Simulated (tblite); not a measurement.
Species: C4H3BrN2.
Numbering: `[Br:1][c:2]1[cH:3][n:4][cH:5][cH:6][n:7]1` (hydrogens: H8 on C3; H9 on C5; H10 on C6)

Computed with GFN2-xTB (tblite), gas phase: L-BFGS steps from a force-field or distance-geometry start until the largest atomic force falls under 0.01 eV/Å.

Step 3: E = -544.1204 eV
```
atom  x, y, z in Å  |  force x, y, z in eV/Å
Br1     2.7301   -1.5553   -0.1270   -0.274  -0.009  -0.010
C2      1.0567   -0.6365   -0.0581    0.067  -0.064   0.016
C3      1.0533    0.7496    0.0634   -0.065   0.122  -0.004
N4     -0.0860    1.4113    0.1137   -0.059  -0.060   0.027
C5     -1.2131    0.7109    0.0567    0.068   0.050  -0.025
C6     -1.1951   -0.6708   -0.0612    0.070  -0.116  -0.012
N7     -0.0510   -1.3432   -0.1214   -0.035   0.105   0.018
H8      1.9683    1.3210    0.1186   -0.001   0.031  -0.006
H9     -2.1432    1.2623    0.1010    0.115   0.035   0.007
H10    -2.1112   -1.2448   -0.1082    0.115  -0.094  -0.010
```

Step 4: E = -544.1234 eV
```
atom  x, y, z in Å  |  force x, y, z in eV/Å
Br1     2.7219   -1.5552   -0.1273   -0.181  -0.050  -0.011
C2      1.0572   -0.6344   -0.0569    0.037  -0.073  -0.005
C3      1.0531    0.7505    0.0627   -0.050   0.103   0.015
N4     -0.0870    1.4082    0.1147   -0.032   0.060   0.014
C5     -1.2125    0.7092    0.0553    0.037   0.073   0.003
C6     -1.1944   -0.6712   -0.0610    0.053  -0.092  -0.025
N7     -0.0509   -1.3397   -0.1212    0.019  -0.010   0.021
H8      1.9668    1.3209    0.1183    0.038   0.068  -0.003
H9     -2.1390    1.2628    0.1012    0.048   0.055   0.006
H10    -2.1065   -1.2465   -0.1084    0.032  -0.135  -0.014
```

Step 5: E = -544.1256 eV
```
atom  x, y, z in Å  |  force x, y, z in eV/Å
Br1     2.7122   -1.5563   -0.1277   -0.067  -0.095  -0.013
C2      1.0582   -0.6334   -0.0561   -0.011   0.011  -0.011
C3      1.0526    0.7523    0.0624   -0.025   0.055   0.024
N4     -0.0882    1.4076    0.1158    0.014   0.106   0.001
C5     -1.2119    0.7086    0.0542    0.024   0.017   0.016
C6     -1.1933   -0.6725   -0.0612    0.029  -0.016  -0.024
N7     -0.0500   -1.3377   -0.1206    0.029  -0.086   0.020
H8      1.9663    1.3222    0.1181    0.043   0.079  -0.001
H9     -2.1348    1.2643    0.1015   -0.024   0.070   0.004
H10    -2.1022   -1.2505   -0.1088   -0.012  -0.143  -0.016
```

Step 6: E = -544.1274 eV
```
atom  x, y, z in Å  |  force x, y, z in eV/Å
Br1     2.7032   -1.5590   -0.1283    0.028  -0.120  -0.014
C2      1.0587   -0.6320   -0.0556   -0.057   0.062  -0.010
C3      1.0518    0.7547    0.0626    0.031   0.018   0.024
N4     -0.0889    1.4090    0.1167    0.019   0.095  -0.007
C5     -1.2111    0.7082    0.0536   -0.005  -0.002   0.021
C6     -1.1919   -0.6739   -0.0619   -0.020   0.018  -0.016
N7     -0.0488   -1.3377   -0.1198    0.037  -0.081   0.017
H8      1.9666    1.3247    0.1179    0.020   0.066  -0.001
H9     -2.1319    1.2669    0.1018   -0.046   0.052   0.000
H10    -2.0988   -1.2563   -0.1095   -0.006  -0.107  -0.015
```

**Question.** Estimate the geometry and energy of step 7. (The exact step hangs on the optimiser's Hessian estimate; all steps are aligned on step 6, rigid shifts and turns removed.)

**Answer.** E = -544.1287 eV, largest force 0.142 eV/Å
```
atom  x, y, z in Å  |  force x, y, z in eV/Å
Br1     2.6962   -1.5637   -0.1291    0.080  -0.117  -0.012
C2      1.0581   -0.6301   -0.0554   -0.045   0.078  -0.002
C3      1.0518    0.7575    0.0632    0.033  -0.002   0.015
N4     -0.0894    1.4119    0.1173    0.025   0.030  -0.010
C5     -1.2104    0.7084    0.0536   -0.025  -0.023   0.016
C6     -1.1911   -0.6752   -0.0627   -0.030   0.037  -0.001
N7     -0.0474   -1.3389   -0.1187   -0.007  -0.016   0.011
H8      1.9671    1.3280    0.1177    0.002   0.048  -0.001
H9     -2.1302    1.2699    0.1020   -0.042   0.021  -0.003
H10    -2.0959   -1.2631   -0.1104    0.010  -0.056  -0.012
```

The energy changes by -0.0014 eV. The first-order estimate −F·Δx gives -0.0020 eV and the mean of the old and new forces, exact on a quadratic surface, -0.0014 eV. The step makes an angle of 54° with the force vector and moves no atom by more than 0.008 Å.

The cost below is that of the whole relaxation. Hardware: an Intel Xeon 6975P-C with one thread, no GPU (shared host). Cost: under 0.1 s.
